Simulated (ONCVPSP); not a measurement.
**revPBE ONCV dataset for strontium (Sr), scalar-relativistic all-electron reference.**

ONCVPSP 4.0.1 input, shortened (lines: element, Z, core and valence counts, functional; n l f; lmax; l rc ep ncon nbas qcut; lloc lpopt rc5 dvloc0; l nproj debl; icmod fcfact rcfact), revPBE, scalar-relativistic:

```
  Sr 38.00    6    3  -102130      upf
    1    0    2.00
    2    0    2.00
    2    1    6.00
    3    0    2.00
    3    1    6.00
    3    2   10.00
    4    0    2.00
    4    1    6.00
    5    0    2.00
    2
    0    2.15    0.00    3    6    6.70
    1    2.05    0.00    5    9    6.70
    2    2.00    0.21    4    7    4.10
    4    5    1.60    1.00
    0    2    2.30
    1    1    2.80
    2    2    1.00
    1    0.50    0.00
```

In the d channel the program set the typed energies aside and used 0.050, 1.050 Ha.

All-electron outer shells of the reference configuration (revPBE, scalar-relativistic, ld1.x):

```tsv
shell	level (eV)	outermost node (bohr)	outermost maximum (bohr)
4s	-40.92	0.59	1.19
4p	-22.84	0.61	1.33
5s	-3.49	1.65	3.76
```

**Question.** Does the generator finish with these settings?

**Answer.** Yes, a potential is produced and its reference levels are reproduced.

**Question.** Estimate the cutoffs (Ha) at which the residual kinetic energy of the hardest occupied pseudo-wave falls to 1 and 0.1 mHa per electron.

**Answer.** 14 Ha and 18 Ha.

**Question.** What does a ghost test show?

**Answer.** No bound ghost flagged; GHOST(+) flagged for d at 403.1 eV.

**Question.** Tests: 4s2 4p6 5s1; 4s2 4p6 5s0; 4s2 4p6 5s1.5; 4s2 4p6 5s0 5p1. Which has the largest error in its energy relative to the reference configuration, and how large is it?

**Answer.** 4s2 4p6 5s0 5p1, with +9.3 meV (all-electron minus pseudo) on +8.69 eV.
